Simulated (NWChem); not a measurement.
# GeSe, singlet; SMILES [Ge]=[Se]

```xyz
2

Ge     0.0000     0.0000    -1.1028
Se     0.0000     0.0000     1.0376
```
Atoms are numbered in this order, from 1.

Low-valent species are run as closed-shell singlets; no triplet was tried in these runs. Structure relaxed at the PBE0-D3(BJ)/def2-TZVP level.

Question: List the 4 lowest vertical singlet excitations from PBE/aug-cc-pVDZ, TDA (NWChem).

Answer: 
```json
[
 {"state": "S1", "energy (eV)": "3.45", "oscillator strength": "0.000", "leading excitation (squared amplitude)": "HOMO−1 → LUMO (0.26)"},
 {"state": "S2", "energy (eV)": "3.72", "oscillator strength": "0.000", "leading excitation (squared amplitude)": "HOMO−1 → LUMO (0.25)"},
 {"state": "S3", "energy (eV)": "3.72", "oscillator strength": "0.000", "leading excitation (squared amplitude)": "HOMO−1 → LUMO+1 (0.25)"},
 {"state": "S4", "energy (eV)": "4.01", "oscillator strength": "0.013", "leading excitation (squared amplitude)": "HOMO−2 → LUMO (0.98)"}
]
```
